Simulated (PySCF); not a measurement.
PySCF job for Zr(OH)3 (H₃O₃Zr), SMILES [Zr]([OH])([OH])[OH] (connectivity only; charge and spin as stated), neutral, multiplicity 2, C-PCM-ωB97X/def2-SVP. Geometry optimised at PBE-D3(BJ)/def2-SVP. The spin state was assumed, not searched. The isomer is the one that the SMILES or the coordinates give; other isomers of the formula were not compared. The def2 effective core potentials stand for the cores of Zr; spin–orbit coupling is left out. Other conformers were not sampled.

```python
import numpy as np
from pyscf import gto, scf, dft
from pyscf.solvent import pcm

mol = gto.M(
    atom='''
    Zr   -0.00000000   -0.00000000   -0.00000000
    O     1.93310402   -0.00000000   -0.00000000
    H     2.89889014    0.00000001    0.00000000
    O    -0.96655201   -1.67411719   -0.00000000
    H    -1.44944506   -2.51051251    0.00000000
    O    -0.96655201    1.67411719    0.00000000
    H    -1.44944507    2.51051250   -0.00000001
    ''',
    basis='def2-SVP',
    ecp={'Zr': 'def2-svp'},
    charge=0,
    spin=1,
    max_memory=1600,
    verbose=3,
)
mf = dft.UKS(mol, xc='wb97x').density_fit(auxbasis='def2-universal-jkfit')
mf.grids.level = 3
mf.conv_tol = 1e-9
mf.max_cycle = 100
mf.kernel()
fine, coarse = mf.grids, dft.Grids(mol).set(level=1).build(with_non0tab=True)
for _ in range(3):  # follow internal instabilities
    mf.grids = coarse
    mo, _, stable, _ = mf.stability(return_status=True, nroots=4)
    mf.grids = fine
    if stable:
        break
    mf.kernel(mf.make_rdm1(mo, mf.mo_occ))
res = {}
for name, eps in {'water': 78.355, 'ethylethanoate': 5.9867, 'N,N-dimethylformamide': 37.219}.items():
    s = mf.PCM()
    s.with_solvent.method, s.with_solvent.eps, s.with_solvent.lebedev_order = 'C-PCM', eps, 29
    s.kernel(mf.make_rdm1())
    res[name] = (s.e_tot, eps, s.dip_moment(), s.mo_energy, s.converged)
    print(f'{name}: electrostatic solvation free energy {(s.e_tot - mf.e_tot) * 627.509474:.3f} kcal/mol')
```

Log of the run:

```

WARN: HOMO -0.409566698739969 >= LUMO -0.409566698739965

converged SCF energy = -274.445316733914  <S^2> = 0.75047906  2S+1 = 2.000479
<class 'pyscf.df.df_jk.DFUKS'> wavefunction is stable in the internal stability analysis

WARN: PCM is an experimental feature. It is still in testing.
Features and APIs may be changed in the future.

converged SCF energy = -274.456116934079  <S^2> = 0.75048133  2S+1 = 2.0004813
Dipole moment(X, Y, Z, Debye): -0.00007, -0.00000, -0.00000
water: electrostatic solvation free energy -6.777 kcal/mol

WARN: PCM is an experimental feature. It is still in testing.
Features and APIs may be changed in the future.

converged SCF energy = -274.454342844001  <S^2> = 0.75048086  2S+1 = 2.0004808
Dipole moment(X, Y, Z, Debye): -0.00012, -0.00000, -0.00000
ethylethanoate: electrostatic solvation free energy -5.664 kcal/mol

WARN: PCM is an experimental feature. It is still in testing.
Features and APIs may be changed in the future.

converged SCF energy = -274.455953271427  <S^2> = 0.75048128  2S+1 = 2.0004812
Dipole moment(X, Y, Z, Debye): -0.00008, -0.00000, -0.00000
N,N-dimethylformamide: electrostatic solvation free energy -6.675 kcal/mol
```

The calculation finished and met its thresholds.
